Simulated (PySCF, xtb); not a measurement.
Sb(Me)3 (C3H9Sb), SMILES [CH3][Sb]([CH3])[CH3].

GFN2-xTB in xtb 6.7.1 at its own geometry gives an orbital gap of 5.11 eV and a dipole moment of 0.44 D.

Geometry: B3LYP-D3(BJ)/def2-SVP. The isomer is the one that the SMILES or the coordinates give; other isomers of the formula were not compared. The def2 effective core potentials stand for the cores of Sb; spin–orbit coupling is left out.

Task: What does PBE/def2-TZVP (PySCF) give? (An estimate is asked for; the answer gives what the named calculation found.)

Result: gap 4.93 eV (levels -5.51 and -0.58 eV), dipole 0.48 D.
